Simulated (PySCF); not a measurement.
Harmonic spectrum computed at PBE0 in the def2-TZVP basis family (core potentials from Rb on, PySCF, no spin–orbit coupling):

```
ω (cm⁻¹)  IR (km/mol, summed over degenerate members)  degeneracy
     144                                         14.0           2
     203                                         33.0           1
     387                                          0.0           1
     626                                          346           2
```

Task: Which molecule gave it? In each, all ligands are bound to the one heavy central atom.
A. GeCl₃ (doublet)
B. AlCl₃ (singlet)
C. SiCl₃ (doublet)
D. RuCl₃ (quartet)

Result: B. It has D3h symmetry with Al–Cl 2.070 Å (×3).
